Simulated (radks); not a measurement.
Results of a calculation; reference values are marked as such.
Spherical jellium clusters: N electrons in a uniform positive sphere of charge N and radius rs N^(1/3), rs = 3.97 bohr. Level of theory: non-relativistic Kohn-Sham, LDA (Slater exchange, Perdew-Wang correlation), spin-polarised, spherical densities (a radial shooting solver with Libxc functionals). Levels are named by radial order and angular momentum (1s, 1p, 1d, 2s, ...), and open shells are averaged over m.

N = 6, configuration 1s2 1p(up 3, down 1). This is the lowest configuration that the search found. Occupied and some empty levels:

level,occupation,eigenvalue (eV),<r> (bohr)
1s up,1,-4.5966,4.919
1s down,1,-4.1717,4.940
1p up,3,-3.1418,6.091
1p down,1,-2.7330,6.236
1d up,0,-1.4811,7.368
2s up,0,-1.1574,7.946
1d down,0,-1.1557,7.693
2s down,0,-0.96660,8.369

Energy (eV): total -9.97398, kinetic 10.545, external -157.84, Hartree 76.841, exchange-correlation -20.994, background 81.476.
